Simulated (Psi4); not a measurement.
C4H3S, charge -1, singlet, geometry from GFN2-xTB (a gas-phase anion, which may not be bound at this level); CCSD(T)/STO-3G in Psi4 1.11.

The Psi4 input:
```
memory 2 GB

molecule {
-1 1
S    -0.00537468   -0.04815724    1.21841919
C     0.01986202    1.30772605   -0.16320033
C    -0.01696070   -1.17565525   -0.08708173
C     0.01720962    0.81295480   -1.37105401
C    -0.00405720   -0.62093181   -1.32562868
H     0.03299419    2.30566269    0.24093354
H    -0.03341327   -2.22952851    0.16092592
H    -0.00990838   -1.25018105   -2.21477794
}

set {
  basis sto-3g
}

energy('ccsd(t)')
print_variables()
```

What the program printed (banner, timings and long lists left out):

```
   => Loading Basis Set <=

    Name: STO-3G
    Role: ORBITAL
    Keyword: BASIS

         ---------------------------------------------------------
                                   SCF
               by Justin Turney, Rob Parrish, Andy Simmonett
                          and Daniel G. A. Smith
                              RHF Reference
         ---------------------------------------------------------

  ==> Geometry <==

    Molecular point group: c1
    Full point group: C1

    Geometry (in Angstrom), charge = -1, multiplicity = 1:

       Center              X                  Y                   Z               Mass
    ------------   -----------------  -----------------  -----------------  -----------------
         S           -0.005499951250    -0.062208656045     1.197156561863    31.972071174400
         C            0.019736748750     1.293674633955    -0.184462958137    12.000000000000
         C           -0.017085971250    -1.189706666045    -0.108344358137    12.000000000000
         C            0.017084348750     0.798903383955    -1.392316638137    12.000000000000
         C           -0.004182471250    -0.634983226045    -1.346891308137    12.000000000000
         H            0.032868918750     2.291611273955     0.219670911863     1.007825032230
         H           -0.033538541250    -2.243579926045     0.139663291863     1.007825032230
         H           -0.010033651250    -1.264232466045    -2.236040568137     1.007825032230

  Running in c1 symmetry.

  Rotational constants: A =      0.27509  B =      0.17395  C =      0.10657 [cm^-1]
  Rotational constants: A =   8246.97843  B =   5214.90796  C =   3194.74049 [MHz]
  Nuclear repulsion =  188.720440641350990

  Charge       = -1
  Multiplicity = 1
  Electrons    = 44
  Nalpha       = 22
  Nbeta        = 22

  ==> Algorithm <==

  SCF Algorithm Type is PK.
  DIIS enabled.
  MOM disabled.
  Fractional occupation disabled.
  Guess Type is SAD.
  Energy threshold   = 1.00e-08
  Density threshold  = 1.00e-08
  Integral threshold = 1.00e-12

  ==> Primary Basis <==

  Basis Set: STO-3G
    Blend: STO-3G
    Number of shells: 20
    Number of basis functions: 32
    Number of Cartesian functions: 32
    Spherical Harmonics?: true
    Max angular momentum: 1

  ==> Integral Setup <==

  Using in-core PK algorithm.
   Calculation information:
      Number of atoms:                   8
      Number of AO shells:              20
      Number of primitives:             60
[...]
  @RHF Final Energy:  -544.26115223612021
    Total Energy =                       -544.2611522361202105
[...]
             17   1        -0.0120508029

    Largest TIjAb Amplitudes:
     20  20   0   0        -0.1212644759
     20  20   2   2        -0.0690933699
     19  19   0   0        -0.0621033536
     16  16   0   0        -0.0611999864
     18  18   1   1        -0.0524747454
     16  20   0   2         0.0508770832
     20  16   2   0         0.0508770832
     16  20   0   0        -0.0461574392
     20  16   0   0        -0.0461574392
     19  20   0   2        -0.0448747250

    SCF energy       (wfn)                    = -544.261152236120211
    Reference energy (file100)                = -544.261152236120324

    Opposite-spin MP2 correlation energy      =   -0.206507638059930
    Same-spin MP2 correlation energy          =   -0.053241933186511
    Singles MP2 correlation energy            =   -0.000000000000000
    MP2 correlation energy                    =   -0.259749571246441
      * MP2 total energy                      = -544.520901807366727

    Opposite-spin CCSD correlation energy     =   -0.263113854936306
    Same-spin CCSD correlation energy         =   -0.046253412392511
    Singles CCSD correlation energy           =    0.000000000000000
    CCSD correlation energy                   =   -0.309367267328817
      * CCSD total energy                     = -544.570519503449191

            **************************
            *                        *
            *        CCTRIPLES       *
            *                        *
            **************************

    Wave function   =    CCSD_T
    Reference wfn   =      RHF

    Nuclear Rep. energy (wfn)                =  188.720440641350990
    SCF energy          (wfn)                = -544.261152236120211
    Reference energy    (file100)            = -544.261152236120324
    CCSD energy         (file100)            =   -0.309367267328817
    Total CCSD energy   (file100)            = -544.570519503449191

    Number of ijk index combinations:             2024
    Approx. words needed per explicit thread:            4000
    Number of threads for explicit ijk threading:    1

    MKL num_threads set to 1 for explicit threading.

    (T) energy                                =   -0.008422243616895
      * CCSD(T) total energy                  = -544.578941747065983

  Variable Map:
  ----------------------------------------------------------------------------
[...]
  Array Variable Map:
  ----------------------------------------------------------------------------
[...]
[...]
```
